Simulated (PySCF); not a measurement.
# Steps of a relaxation of [TaH6]−

[TaH6]− (singlet). PySCF 2.14.0, RKS r2SCAN, Ta def2-SVP with ECP60, H def2-SVP; non-relativistic Hamiltonian with scalar-relativistic core potentials where named; density fitting; no spin-orbit coupling. Origin of the start: displaced along the imaginary mode. Columns: position (Å) and force (eV/Å). Energies are counted from the last step; some of the 7 steps are shown. Forces carry noise of the integration grid, about 0.01 to 0.03 eV/Å.

Run from Python with OMP_NUM_THREADS=2. Where DIIS fails, smearing, a level shift and second-order steps follow.
It took 11 s on 2 threads of Arm Neoverse V1 (shared host), from the converged density of the start.

```xyz
7
step 0  E = 0.089 eV
Ta    0.0000    0.0000    0.0062     0.00    0.00    0.18
H     1.6212    0.0000    0.9254    -0.19    0.00   -0.25
H    -0.8106    1.4040    0.9254     0.09   -0.17   -0.26
H    -0.8106   -1.4040    0.9254     0.09    0.17   -0.26
H     1.2858    0.0000   -1.2962    -0.28    0.00    0.19
H    -0.6429    1.1135   -1.2962     0.14   -0.24    0.19
H    -0.6429   -1.1135   -1.2962     0.14    0.24    0.19
```

```xyz
7
step 2  E = 0.005 eV
Ta    0.0000    0.0000    0.0796     0.00    0.00    0.08
H     1.6526    0.0000    0.8591     0.11    0.00    0.00
H    -0.8263    1.4312    0.8591    -0.06    0.10    0.00
H    -0.8263   -1.4312    0.8591    -0.06   -0.10    0.00
H     1.1878    0.0000   -1.2544    -0.01    0.00   -0.03
H    -0.5939    1.0287   -1.2544     0.01   -0.01   -0.03
H    -0.5939   -1.0287   -1.2544     0.01    0.01   -0.03
```

```xyz
7
step 4  E = 0.000 eV
Ta    0.0000    0.0000    0.1012     0.00    0.00   -0.04
H     1.6756    0.0000    0.8458     0.03    0.00    0.01
H    -0.8378    1.4511    0.8458    -0.01    0.02    0.02
H    -0.8378   -1.4511    0.8458    -0.01   -0.02    0.02
H     1.1649    0.0000   -1.2483     0.00    0.00    0.00
H    -0.5825    1.0089   -1.2483     0.00    0.00    0.00
H    -0.5825   -1.0089   -1.2483     0.00    0.00    0.00
```

Task: Where does the relaxation end?

Result: It converges at step 6 in C3v:
```xyz
7
step 6  E = 0
Ta    0.0000    0.0000    0.0997
H     1.6771    0.0000    0.8472
H    -0.8386    1.4524    0.8472
H    -0.8386   -1.4524    0.8472
H     1.1662    0.0000   -1.2492
H    -0.5831    1.0100   -1.2492
H    -0.5831   -1.0100   -1.2492
```

Task: How did the contacts change?

Result: 
```csv
contact,start (Å),end (Å)
Ta1–H2 (H),1.864,1.836
Ta1–H3 (H),1.864,1.836
Ta1–H4 (H),1.864,1.836
Ta1–H5 (H),1.830,1.783
Ta1–H6 (H),1.830,1.783
Ta1–H7 (H),1.830,1.783
```


No frequency check is given that shows the relaxed geometry to be a minimum.
